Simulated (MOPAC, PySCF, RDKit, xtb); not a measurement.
Noncovalent pair: HF (SMILES F) (first 2 atoms) with C2H6 (SMILES CC); geometry from B3LYP-D3(BJ)/def2-TZVP.
(charge 0, multiplicity 1):
```csv
atom,x (Å),y (Å),z (Å)
F,-0.0571,0.5131,-0.0391
H,-0.4248,0.5004,0.8130
C,0.8032,-0.2901,3.4242
C,-0.5996,0.2131,3.0958
H,1.4223,-0.3534,2.5278
H,0.7683,-1.2833,3.8743
H,1.3046,0.3767,4.1274
H,-0.5713,1.2181,2.6618
H,-1.2269,0.2807,3.9860
H,-1.1148,-0.4638,2.4062
```

Monomers are frozen at their geometry in the pair; levels with a basis set take the counterpoise correction. Rows marked so take none. RDKit's UFF carries no charges.

Rows in STO-3G carry no dispersion term and start afresh at each structure. The state that AM1 reach isn't checked.

Codes used: MOPAC for AM1 (differences of heats of formation); PySCF for STO-3G rows; RDKit for the force fields; xtb for the GFN methods. Values without a source in brackets are computed.

Problem. One of these levels gives -2.17 kcal/mol for the interaction energy. Name it.
A. UFF
B. AM1
C. GFN2-xTB
D. HF/STO-3G (no counterpoise)

Solution. C, GFN2-xTB. The others give 10.18 (UFF), -0.01 (AM1), 2.22 (HF/STO-3G (no counterpoise))
